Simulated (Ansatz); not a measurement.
An input meant for the cluster OsO₃²⁻ (charge -2, multiplicity 9).

```yaml
crystal:
  periodic: [false, false, false]
  atoms:
    - {symbol: Os, position_ang: [-0.000977, -0.034180, 0.076891]}
    - {symbol: O, position_ang: [1.424523, 0.274137, 1.025259]}
    - {symbol: O, position_ang: [0.023913, 0.689177, -1.544658]}
    - {symbol: O, position_ang: [-1.447459, -0.929135, 0.442508]}
basis:
  gaussian: {orbitals: def2-TZVPD, fitting: {mean_field: cc-pVTZ-jkfit}, final_grid: {core_spheres: 20, valence_spheres: 16, degree: 47}}
total_charge: -2
magnetization: {spin_polarized: true, initial_magnetization: 8}
hamiltonian: {xc: {name: HF}}
output: {forces: true}
```

```sh
$ ansatz run in.yaml --threads 4 --pin off --events-out ev --progress --plain --max-ram 3916MiB
```

It prints (some lines left out):

```
Functional definition: HF
Error: [file] the basis set cc-pVTZ-JKFIT has no functions for Os
```

In the def2 sets Os takes a core potential; there is no spin–orbit coupling. A multiply charged anion in the gas phase is held together partly by the finite basis.
